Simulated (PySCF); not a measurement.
Geometries of 2 isomers of C3H7Al, from PBE0-D3(BJ)/def2-SVP geometry optimisation, gas phase (PySCF). One conformer each, no zero-point energy, no frequencies.

Question: Which isomer lies lower at this level?
A.
```xyz
11
angstrom
C     -1.212    0.332    1.004
C     -1.130   -0.056   -0.272
C      0.140   -0.360   -1.009
Al     1.723    0.038    0.103
H     -2.167    0.537    1.495
H     -0.321    0.465    1.638
H     -2.072   -0.165   -0.828
H      0.167    0.227   -1.946
H      0.132   -1.417   -1.334
H      2.300    1.521    0.170
H      2.452   -1.116    0.926
```
B.
```xyz
11
angstrom
C     -0.379    1.060    0.983
C     -0.083    0.105    0.081
C     -1.142   -0.465   -0.820
Al     1.791   -0.452    0.056
H     -1.397    1.462    1.098
H      0.378    1.488    1.651
H     -0.882   -0.328   -1.883
H     -1.250   -1.553   -0.675
H     -2.129   -0.002   -0.650
H      2.778    0.251    1.089
H      2.321   -1.564   -0.956
```

Answer: B. That is `C[C]([AlH2])=C`, 4.0 kcal/mol below the other.

```csv
SMILES,atoms numbered as above,E (Eh),relative (kcal/mol),relative (kJ/mol),dipole (D)
C=[C](C)[AlH2],[CH2:1]=[C:2]([CH3:3])[AlH2:4],-360.49511,0.0,0.0,0.85
C=C[CH2][AlH2],[CH2:1]=[CH:2][CH2:3][AlH2:4],-360.48866,4.0,16.9,1.06
```
